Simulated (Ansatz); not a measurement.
Cost and result for the atomization energy of C₃H₅FTe (`C=C(F)[Te]C`) (10 atoms, 9 bonds).

```xyz
10

C     1.745    1.064    0.893
C     0.516    0.856    0.450
F    -0.537    1.083    1.252
Te    0.001    0.287   -1.503
C    -1.384   -1.216   -0.876
H     2.594    0.837    0.266
H     1.912    1.462    1.888
H    -0.852   -2.036   -0.399
H    -1.891   -1.570   -1.773
H    -2.105   -0.768   -0.198
```

The species carries charge 0 and has multiplicity 1. Correlated methods include outer-core shells of Te, which these sets cover unevenly. Te takes the def2 core potential. All single points use the PBE0-D4/def2-TZVP geometry. It is one conformer, not always the lowest. Program: Ansatz. All runs use 4 threads of an Arm Neoverse V1 on a shared host. Times are those of one run each, without the atoms' runs, and a repeat can differ threefold. Electronic energies, without spin–orbit coupling; frozen cores. CCSD(T)/CBS adds CCSD(T) − MP2 in def2-TZVPP to the MP2 limit, and its time is that of the two runs behind it. T1 = 0.012. With those shells the extrapolation isn't a true limit. B3LYP takes the VWN-RPA correlation (the form of Gaussian; ORCA's B3LYP/G).

CCSD(T)/CBS is a level of theory with its own doubt, some kJ/mol a heavy atom from the limit and from the frozen cores, so smaller differences don't rank the functionals.

```csv
level,functions,wall time,atomization (kJ/mol),difference from CCSD(T)/CBS,per bond
PBE-D4/def2-TZVPP (with forces),244,2.5 s,3851.0,113.0,12.6
PBE0-D4/def2-TZVPP,244,3 s,3754.0,16.0,1.8
B3LYP-D4/def2-TZVPP (with forces),244,4.6 s,3729.6,-8.4,-0.9
r2SCAN-D4/def2-TZVPP (with forces),244,4.7 s,3740.0,2.0,0.2
B2PLYP/def2-TZVPP,244,6 s,3686.8,-51.2,-5.7
ωB97X-V/def2-TZVPP,244,8 s,3727.4,-10.6,-1.2
ωB97M-V/def2-TZVPP (with forces),244,12 s,3724.4,-13.6,-1.5
MP2/def2-QZVPP,460,22 s,3767.1,29.1,3.2
CCSD(T)/def2-TZVPP,244,4.4 min,3630.2,-107.8,-12.0
CCSD(T)/CBS(def2),–,4.8 min,3738.0,0.0,0.0
```

In def2-TZVPP, CCSD(T) changes the Hartree–Fock value by +993.9 kJ/mol (the triples alone add +72.3 kJ/mol) and MP2 by +1067.2 kJ/mol; breaking electron pairs costs correlation energy, which Hartree–Fock lacks. From PBE to PBE0 (25 % exact exchange), in def2-TZVPP and without D4, the atomization energy moves by −93.6 kJ/mol: exact exchange takes away binding that semilocal exchange gives to molecules. The D4 term adds +35.9 kJ/mol with B3LYP and +18.7 kJ/mol with PBE0; it sums over pairs of atoms, weighted by their polarisabilities, and B3LYP, whose exchange is more repulsive, gets the larger term.

Spin–orbit coupling would lower the free Te atoms strongly, and the atomization energy with them, by more than many differences here.
